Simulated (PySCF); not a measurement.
Ga(OH)(SiH3)2 (GaH7OSi2), SMILES [Ga]([SiH3])([SiH3])[OH]. Atoms are numbered in the order given.

```xyz
11

Ga    -0.2593    -0.0016     0.0000
O     -2.0596    -0.1213     0.0000
H     -2.5442     0.7144     0.0000
Si     0.7593    -2.1974     0.0000
H      1.6308    -2.3589    -1.2050
H      1.6308    -2.3589     1.2050
H     -0.2615    -3.2853     0.0000
Si     0.7489     2.2138     0.0000
H      1.6128     2.3913     1.2076
H      1.6128     2.3913    -1.2076
H     -0.2805     3.2986     0.0000
```

Coordinates come from a B3LYP-D3(BJ)/def2-SVP optimisation. The structure was generated by enumeration; whether it is a known compound was not checked. Other conformers were not sampled.

All values below come from PBE/def2-TZVP in PySCF.

ESP charges are fitted to the potential on shells at 1.4 to 2.0 van der Waals radii. Atomic charges (e):

```csv
atom,Mulliken,meta-Löwdin,ESP fit
Ga1,0.40,?,0.59
O2,-0.49,?,-0.70
H3,0.30,0.33,0.38
Si4,-0.07,0.14,-0.05
H5,-0.01,?,-0.03
H6,-0.01,?,-0.03
H7,0.00,?,0.01
Si8,-0.08,0.12,-0.21
H9,-0.01,?,0.01
H10,-0.01,?,0.01
H11,-0.01,?,0.02
```

What belongs in the gaps? (Estimate from the structure and the level; the computed values follow.)


- Ga1, meta-Löwdin: 0.39
- O2, meta-Löwdin: -0.66
- H5, meta-Löwdin: -0.05
- H6, meta-Löwdin: -0.05
- H7, meta-Löwdin: -0.05
- H9, meta-Löwdin: -0.05
- H10, meta-Löwdin: -0.05
- H11, meta-Löwdin: -0.06
